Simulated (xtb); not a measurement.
xtb input (GFN2-xTB):

```bash
xtb mol.xyz --gfn 2 --sp --chrg 0 --uhf 0
```
mol.xyz:
```
2

Ge    -0.00000000    -0.00000000    -1.11111405
Se     0.00000000     0.00000000     1.04575440
```

End of the output:

```
         :::::::::::::::::::::::::::::::::::::::::::::::::::::
         ::                     SUMMARY                     ::
         :::::::::::::::::::::::::::::::::::::::::::::::::::::
         :: total energy              -5.163381009976 Eh    ::
         :: gradient norm              0.002671907514 Eh/a0 ::
         :: HOMO-LUMO gap              2.759039820275 eV    ::
         ::.................................................::
         :: SCC energy                -5.175123804442 Eh    ::
         :: -> isotropic ES           -0.007634903978 Eh    ::
         :: -> anisotropic ES          0.003119694380 Eh    ::
         :: -> anisotropic XC         -0.000768331817 Eh    ::
         :: -> dispersion             -0.001023279145 Eh    ::
         :: repulsion energy           0.011742794466 Eh    ::
         :: add. restraining           0.000000000000 Eh    ::
         :: total charge               0.000000000000 e     ::
         :::::::::::::::::::::::::::::::::::::::::::::::::::::

           -------------------------------------------------
          |                Property Printout                |
           -------------------------------------------------

    * Orbital Energies and Occupations

         #    Occupation            Energy/Eh            Energy/eV
      -------------------------------------------------------------
         1        2.0000           -0.7242793             -19.7086
         2        2.0000           -0.6407359             -17.4353
         3        2.0000           -0.3957168             -10.7680
         4        2.0000           -0.3877709             -10.5518
         5        2.0000           -0.3877709             -10.5518 (HOMO)
         6                         -0.2863780              -7.7927 (LUMO)
         7                         -0.2863780              -7.7927
         8                         -0.1392797              -3.7900
         9                         -0.0672669              -1.8304
        10                         -0.0672669              -1.8304
        11                          0.0141853               0.3860
        12                          0.0141853               0.3860
        13                          0.0383085               1.0424
        14                          0.0383085               1.0424
Note: The following floating-point exceptions are signalling: IEEE_DENORMAL
normal termination of xtb
        15                          0.1374218               3.7394
        16                          0.2725773               7.4172
       ...                                ...                  ...
        18                          1.3420397              36.5188
      -------------------------------------------------------------
                  HL-Gap            0.1013928 Eh            2.7590 eV
             Fermi-level           -0.3370745 Eh           -9.1723 eV

     #   Z          covCN         q      C6AA      α(0)
     1  32 Ge       0.901     0.310   279.122    35.733
     2  34 Se       0.901    -0.310   236.917    26.975

 Mol. C6AA /au·bohr⁶  :       1021.932406
 Mol. C8AA /au·bohr⁸  :      83518.366144
 Mol. α(0) /au        :         62.708616

Wiberg/Mayer (AO) data.
largest (>0.10) Wiberg bond orders for each atom

 ---------------------------------------------------------------------------
     #   Z sym  total        # sym  WBO       # sym  WBO       # sym  WBO
 ---------------------------------------------------------------------------
     1  32 Ge   2.418 --     2 Se   2.418
     2  34 Se   2.418 --     1 Ge   2.418
 ---------------------------------------------------------------------------

Topologies differ in total number of bonds
Writing topology from bond orders to xtbtopo.mol

molecular dipole:
                 x           y           z       tot (Debye)
 q only:        0.000       0.000      -1.265
   full:       -0.000       0.000      -2.197       5.584
molecular quadrupole (traceless):
                xx          xy          yy          xz          yz          zz
 q only:       -0.078       0.000      -0.078       0.000       0.000       0.156
  q+dip:       -0.550       0.000      -0.550      -0.000       0.000       1.099
   full:        1.290       0.000       1.290      -0.000      -0.000      -2.581

           -------------------------------------------------
          | TOTAL ENERGY               -5.163381009976 Eh   |
          | GRADIENT NORM               0.002671907514 Eh/α |
          | HOMO-LUMO GAP               2.759039820275 eV   |
           -------------------------------------------------

------------------------------------------------------------------------
------------------------------------------------------------------------
 total:
 SCF:
```
